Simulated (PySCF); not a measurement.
Species: C6H3N.
Atom-mapped SMILES: `[CH:1]#[C:2][C@@H:3]1[CH:4]=[C:5]1[C:6]#[N:7]`

NICS is the negative of the GIAO shielding at a point without a nucleus: at the ring centre (0) and 1 Å above and below it (1); zz is the component along the ring normal. Level: GIAO PBE0/pcSseg-1 (PySCF, non-relativistic, gas phase) on the GFN2-xTB geometry, one conformer.

Ring bond lengths (Å), with Mayer bond orders in brackets: C3–C4 1.497 (0.93), C4–C5 1.309 (1.59), C5–C3 1.529 (0.89).

Task: What do the NICS probes read (ppm)?

Result: 
```json
{"ring": "C3–C4–C5", "type": "3-membered carbocycle; formal bonds 1 double, 2 single", "NICS(0)": "-32.1", "NICS(1), two faces": "-6.8 / -8.1", "NICS(1)zz, two faces": "-13.9 / -17.4", "rms pucker (Å)": "0.00", "centre to ring atoms, mean (Å)": "0.83"}
```

Task: What can be read from them?

Result: 
- C3–C4–C5: mean NICS(1)zz -15.6 ppm, shielded. C3 has four or more neighbours; no verdict on aromaticity is drawn. The two faces differ by 3.5 ppm, so no symmetry operation interchanges them. NICS(0) lies 25 ppm below the mean NICS(1).

Task: What are the shieldings of the ring atoms and their hydrogens in the same run (means over atoms taken as equivalent)?

Result: 
| atoms | environment | σ isotropic (ppm) | principal values of the symmetric part, first atom (ppm) |
| --- | --- | --- | --- |
| C3 | allylic carbon | 172.1 | 128.2, 149.9, 238.1 |
| C4 | alkene CH carbon | 53.7 | -84.8, 70.3, 175.5 |
| C5 | fully substituted alkene carbon | 78.5 | -54.8, 108.3, 181.9 |
| H on C3 | methine hydrogen | 29.08 | 22.6, 27.0, 37.6 |
| H on C4 | vinylic hydrogen | 24.02 | 20.2, 24.6, 27.3 |
